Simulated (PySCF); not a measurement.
Delta-SCF ions had no search for a lower state. Excitations are Tamm–Dancoff values on a coarser integration grid. The basis has no diffuse functions, so Rydberg states are missing or too high.

Z-matrix (Å, degrees):
```
Si
H 1 1.4949
H 1 1.4950 2 107.68
Ge 1 2.3954 2 109.02 3 -117.84
H 4 1.5470 1 109.55 2 -64.70
H 4 1.5472 5 107.06 1 118.40
Ge 1 2.3955 2 109.27 3 118.68
H 7 1.5485 1 108.70 2 61.22
H 7 1.5486 8 106.71 1 -117.19
Si 7 2.3959 8 110.27 9 -119.63
H 10 1.4946 7 108.03 8 -179.69
H 10 1.4947 11 107.72 7 -116.58
C 10 1.8902 11 110.39 12 -120.60
H 13 1.1013 10 110.71 11 179.52
H 13 1.1015 14 108.11 10 -121.44
H 13 1.1021 14 108.23 15 -117.01
Si 4 2.3962 5 109.47 6 118.75
H 17 1.4958 4 108.66 5 60.38
H 17 1.4958 18 107.53 4 -117.52
Ge 17 2.3965 18 109.81 19 -119.23
H 20 1.5476 17 109.12 18 179.63
H 20 1.5477 21 107.46 17 -118.30
C 20 1.9738 21 109.56 22 -118.96
H 23 1.0999 20 110.16 21 178.75
H 23 1.0999 24 108.70 20 -120.79
H 23 1.1003 24 108.79 25 -118.33
```
Charge 0, multiplicity 1.

Q: Estimate the S1–T1 gap (TDA), vertical ionisation energy (Delta-SCF), S1 oscillator strength, dipole moment and total energy that PySCF with ωB97X-D3(BJ)/def2-TZVP // B3LYP-D3(BJ)/def2-SVP returns for this input.

A: 
| Item | Value |
|---|---|
| S1–T1 gap (TDA) | 0.82 eV |
| vertical ionisation energy (Delta-SCF) | 8.72 eV |
| S1 oscillator strength | 2.01 |
| dipole moment | 0.40 D |
| total energy | -7186.6636 Ha |
